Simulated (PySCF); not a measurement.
**Spinor energies of Ta³³⁺ (tantalum, charge +33)**

Start: [Kr] 4d4; 4d3/2 filled at m_j = -3/2, -1/2, +1/2, +3/2. Calculated with PySCF 2.14 in an even-tempered Gaussian basis (17 s from 3.3 bohr⁻², ratio 2.8; 14 p from 4.3 bohr⁻², ratio 2.8; 9 d from 4.3 bohr⁻², ratio 2.8; 3 f from 17 bohr⁻², ratio 3): generalised Hartree-Fock with the X2C-1e Hamiltonian and a Gaussian nucleus; one run each with spin-orbit coupling (SO) switched off, then screened by Boettger's factors.

```csv
spinor shell,electrons,"ε, spin-free (eV)","ε, screened SO (eV)",weight of nominal j (screened SO),"rms radius, screened SO (bohr)"
1s1/2,2,-69087.8,-69066.3,1.000,0.0211
2s1/2,2,-13102.2,-13094.3,1.000,0.0854
2p1/2,2,-11647.3,-12555.1,1.000,0.0726
2p3/2,4,-11647.3,-11274.4,1.000,0.0799
3s1/2,2,-4051.7,-4048.5,1.000,0.217
3p1/2,2,-3609.9,-3810.9,1.000,0.208
3p3/2,4,-3609.9,-3524.6,1.000,0.222
3d3/2,4,-3094.9,-3133.7,1.000,0.196
3d5/2,6,-3094.9,-3065.4,1.000,0.200
4s1/2,2,-1733.6,-1732.2,1.000,0.452
4p1/2,2,-1564.7,-1634.9,1.000,0.455
4p3/2,4,-1564.7,-1533.6,1.000,0.484
4d3/2,4,-1378.5,-1383.6,1.000,0.470
```

```csv
quantity,spin-free,screened SO
E (hartree),-14996.87530,-15015.53636
M_J,0,0
⟨J²⟩,4.001,0.000
⟨L²⟩,6.001,2.477
⟨S²⟩,6.000,2.477
```

Breit and QED terms are absent; they matter most for the inner s and p1/2 levels.

Densities and radii are taken from the X2C orbitals without a picture-change correction, which distorts them close to the nucleus.

Without spin-orbit coupling the j labels of p, d and f shells carry no meaning; the spin-free column gives the mean over the occupied spinors of each nl shell, and its ⟨J²⟩ belongs to a mixture of degenerate components.
